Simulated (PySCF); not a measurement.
## SnCl₄: calculation against measurement

Isolated SnCl₄, optimised in PySCF with density fitting and no spin–orbit coupling; def2 sets carry scalar-relativistic core potentials from Rb on. All levels below give a singlet of Td symmetry: PBE0/def2-TZVP Sn–Cl 2.289 Å (×4); B3LYP/def2-TZVP Sn–Cl 2.314 Å (×4); PBE/def2-TZVP Sn–Cl 2.316 Å (×4); PBE0/def2-SVP Sn–Cl 2.317 Å (×4).

Counting electrons, tin keeps none of its valence electrons outside its bonds, so the VSEPR class is AX4 and the expected shape is tetrahedral (Td), as computed.

Measured fundamentals (Shimanouchi, Tables of Molecular Vibrational Frequencies (1972), as compiled in the NIST Chemistry WebBook) beside computed harmonic wavenumbers, in cm⁻¹:

```json
{"mode as compiled": "a1 sym str", "computed symmetry": "a1", "measured": "366", "rating (A best; medium not stated)": "C", "PBE0/def2-TZVP": "368", "B3LYP/def2-TZVP": "349", "PBE/def2-TZVP": "341", "PBE0/def2-SVP": "361"}
{"mode as compiled": "e deg deform", "computed symmetry": "e", "measured": "104", "rating (A best; medium not stated)": "C", "PBE0/def2-TZVP": "95", "B3LYP/def2-TZVP": "93", "PBE/def2-TZVP": "90", "PBE0/def2-SVP": "95"}
{"mode as compiled": "f2 deg str", "computed symmetry": "t2", "measured": "403", "rating (A best; medium not stated)": "C", "PBE0/def2-TZVP": "405", "B3LYP/def2-TZVP": "387", "PBE/def2-TZVP": "380", "PBE0/def2-SVP": "408"}
{"mode as compiled": "f2 deg deform", "computed symmetry": "t2", "measured": "134", "rating (A best; medium not stated)": "C", "PBE0/def2-TZVP": "125", "B3LYP/def2-TZVP": "123", "PBE/def2-TZVP": "119", "PBE0/def2-SVP": "124"}
```

Task: How close does each level come?

Result: Mean absolute differences: PBE0/def2-TZVP 4.0 %, B3LYP/def2-TZVP 6.8 %, PBE/def2-TZVP 9.4 %, PBE0/def2-SVP 4.7 %. The mean ratio of measured to computed values at PBE0/def2-TZVP is 1.039. Harmonic values should lie a little above fundamentals, yet here they lie below on average.
